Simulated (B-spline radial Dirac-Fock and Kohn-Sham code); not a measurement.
Kohn-Sham estimates against Dirac-Fock for the levels of K⁷⁺

System: K⁷⁺, [Ne] 3s2.

The density-functional columns are spherical, spin-unpolarised Dirac-Kohn-Sham results without Breit or QED terms: −ε is minus the orbital energy of the initial state and ΔSCF the difference of two total energies. The reference in the last column comes from Dirac-Fock ΔSCF + Breit + QED. All numbers are from a radial B-spline solver, in eV; a selection of levels is shown.

```
level  PBE −ε  PBE ΔSCF  LDA −ε  LDA ΔSCF  Dirac-Fock
   1s  3666.8    3786.5  3656.1    3775.3      3768.8
   2s   489.7     516.8   488.3     515.4       529.6
2p1/2   419.4     449.6   419.2     449.4       446.8
2p3/2   416.4     446.4   416.2     446.2       443.9
   3s   145.8     155.8   145.9     156.0       152.7
```

Q: Order the estimates of the K (1s) level by their distance from the Dirac-Fock value, nearest first.
A. LDA −ε
B. LDA ΔSCF
C. PBE −ε
D. PBE ΔSCF

A: B (6.6 eV), D (17.7 eV), C (102.0 eV), A (112.7 eV).

For the outermost level NIST gives 154.87 ± 0.05 eV (semi-empirical); the differences from it are PBE −ε -9.05, PBE ΔSCF +0.94, LDA −ε -8.93, LDA ΔSCF +1.12, Dirac-Fock -2.19 eV.

Values without a named source are computed, but for edge energies of neutral atoms, which are taken from tables.
